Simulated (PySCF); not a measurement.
C₄H₄O, SMILES c1ccoc1. The structure is a stationary point at B3LYP-D3(BJ)/def2-SVP.

Computed equilibrium geometry at B3LYP-D3(BJ)/def2-SVP (PySCF confirms it by a frequency run) as a Z-matrix, and its point group:
point group C2v.
```
C
C 1 1.3658
O 2 1.3572 1 110.32
C 3 1.3572 2 107.43 1 0.00
C 4 1.3658 3 110.32 2 0.00
H 4 1.0867 3 116.18 2 180.00
H 2 1.0867 3 116.18 4 180.00
H 5 1.0878 4 126.61 6 0.00
H 1 1.0878 2 126.61 7 0.00
```
